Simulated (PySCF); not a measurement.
**Radial density of Cr (chromium, neutral)**

UHF, [Ar] 3d6, high-spin 5D determinant (an excited configuration). Computed with PySCF 2.14 in aug-cc-pVTZ with one added diffuse shell each of s, p, d, f, g type (9s8p6d4f3g, 118 functions), with no relativity, point nucleus.

```json
{"r (bohr)": "0.000867", "4πr²ρ (e/bohr)": "0.08442", "4πr²(ρα − ρβ)": "0.0000"}
{"r (bohr)": "0.00146", "4πr²ρ (e/bohr)": "0.2321", "4πr²(ρα − ρβ)": "0.0000"}
{"r (bohr)": "0.00245", "4πr²ρ (e/bohr)": "0.6262", "4πr²(ρα − ρβ)": "0.0000"}
{"r (bohr)": "0.00413", "4πr²ρ (e/bohr)": "1.635", "4πr²(ρα − ρβ)": "-0.0001"}
{"r (bohr)": "0.00694", "4πr²ρ (e/bohr)": "4.042", "4πr²(ρα − ρβ)": "-0.0002"}
{"r (bohr)": "0.0117", "4πr²ρ (e/bohr)": "9.118", "4πr²(ρα − ρβ)": "-0.0004"}
{"r (bohr)": "0.0196", "4πr²ρ (e/bohr)": "17.65", "4πr²(ρα − ρβ)": "-0.0008"}
{"r (bohr)": "0.0330", "4πr²ρ (e/bohr)": "26.60", "4πr²(ρα − ρβ)": "-0.0013"}
{"r (bohr)": "0.0556", "4πr²ρ (e/bohr)": "27.54", "4πr²(ρα − ρβ)": "-0.0016"}
{"r (bohr)": "0.0935", "4πr²ρ (e/bohr)": "21.88", "4πr²(ρα − ρβ)": "0.0008"}
{"r (bohr)": "0.157", "4πr²ρ (e/bohr)": "27.98", "4πr²(ρα − ρβ)": "0.0377"}
{"r (bohr)": "0.264", "4πr²ρ (e/bohr)": "27.61", "4πr²(ρα − ρβ)": "0.3097"}
{"r (bohr)": "0.445", "4πr²ρ (e/bohr)": "10.96", "4πr²(ρα − ρβ)": "1.2060"}
{"r (bohr)": "0.748", "4πr²ρ (e/bohr)": "13.36", "4πr²(ρα − ρβ)": "2.2605"}
{"r (bohr)": "1.26", "4πr²ρ (e/bohr)": "7.578", "4πr²(ρα − ρβ)": "1.8905"}
{"r (bohr)": "2.12", "4πr²ρ (e/bohr)": "1.539", "4πr²(ρα − ρβ)": "0.7521"}
{"r (bohr)": "3.56", "4πr²ρ (e/bohr)": "0.2991", "4πr²(ρα − ρβ)": "0.1885"}
{"r (bohr)": "5.99", "4πr²ρ (e/bohr)": "0.08848", "4πr²(ρα − ρβ)": "0.0790"}
{"r (bohr)": "10.1", "4πr²ρ (e/bohr)": "0.02629", "4πr²(ρα − ρβ)": "0.0262"}
{"r (bohr)": "16.9", "4πr²ρ (e/bohr)": "0.001361", "4πr²(ρα − ρβ)": "0.0014"}
```

⟨L²⟩ = 11.55 against 6 for a pure D term, so this real determinant mixes terms. ⟨S²⟩ = 6.35 against 6.00 shows spin contamination.
